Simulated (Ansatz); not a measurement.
**Ag⁺ ··· HF**

The pair of Ag⁺ (SMILES [Ag+], atom 1) and HF (SMILES F, atoms 2–3), both closed shells, in one local arrangement (a lower one may exist), relaxed at PBE0-D4/def2-TZVP:

| atom | x (Å) | y (Å) | z (Å) |
| --- | --- | --- | --- |
| Ag1 | 0.0020 | -0.0176 | -1.8265 |
| F2 | 0.0462 | -0.2052 | 0.5029 |
| H3 | -0.0482 | 0.2227 | 1.3236 |

Program: Ansatz 0.2.0. Basis: def2-TZVPPD, with def2-QZVPPD for the basis limit. Cores are frozen in the correlated methods. Filled d shells of the heavier atoms are correlated. Core potentials replace the inner electrons of the atoms past krypton. B3LYP uses VWN-RPA correlation. Extrapolation: Hartree–Fock as exp(−7.88 √X), correlation as X^−2.97. Interaction energies count from these two fragments, frozen as in the pair, with the counterpoise correction; negative means bound.

**Question.** What is the interaction energy by CCSD(T) at an estimated basis limit (MP2 extrapolated from triple and quadruple zeta, plus CCSD(T) − MP2 in triple zeta)? (Judge from chemistry; the value comes from the calculation.)

**Answer.** By the calculation: -16.45 kcal/mol. Hartree–Fock alone gives -13.30 kcal/mol at the basis limit. It counts from the two fragments frozen as in the pair.

The same quantity by other methods in triple zeta, and each one's difference from that estimate:
| method | E_int (kcal/mol) | difference |
| --- | --- | --- |
| PBE-D4 | -17.25 | -0.80 |
| revPBE-D4 | -15.25 | 1.20 |
| BLYP-D4 | -17.04 | -0.59 |
| r2SCAN-D4 | -18.75 | -2.30 |
| B97M-V | -17.72 | -1.28 |
| PBE0-D4 | -16.52 | -0.07 |
| B3LYP-D4 | -16.90 | -0.45 |
| HSE06-D4 | -16.49 | -0.04 |
| wB97X-V | -16.33 | 0.12 |
| wB97M-V | -16.34 | 0.11 |
| B2PLYP | -15.93 | 0.52 |
| HF | -13.05 | 3.40 |
| MP2 | -15.08 | 1.37 |
| CCSD | -14.55 | 1.90 |
| CCSD(T) | -14.78 | 1.67 |
Differences are method less estimate.

**Question.** Which atoms make the shortest contact between the fragments?

**Answer.** Ag1 and F2, 2.34 Å apart.

Basis-set superposition shift (counterpoise-corrected less uncorrected): CCSD(T) 1.16; MP2 1.08; HF 0.04; PBE0-D4 0.05; wB97M-V 0.05 kcal/mol.

T1 diagnostic: at most 0.011.

For scale, one of the runs: CCSD(T)/def2-TZVPPD, 113 basis functions, launched by `ansatz run in.yaml --threads 2 --pin off --events-out ev --progress --plain --max-ram 5222MiB`. The run took about 4.4 s on 2 CPU threads of an Arm Neoverse V2 (shared host).
